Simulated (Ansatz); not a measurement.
Question: Name a neutral molecule of C, Hf and H with HOMO–LUMO gap (PBE/def2-TZVPP) between 3.55 and 3.85 eV and HOMO energy (ωB97M-V/def2-TZVPP) between -9.10 and -8.80 eV (Ansatz, PBE0-D4/def2-TZVP geometry).

Answer: `C[C@@]12[C@H]3[C@H]4[C@H]5[C@@H]1[HfH2]45321678[C@@H]2[C@H]1[C@H]6[C@@]7(C)[C@@H]28` (3.68 eV, -8.94 eV). Other molecules can fit too; these were computed, each in one conformer that needn't be the lowest.
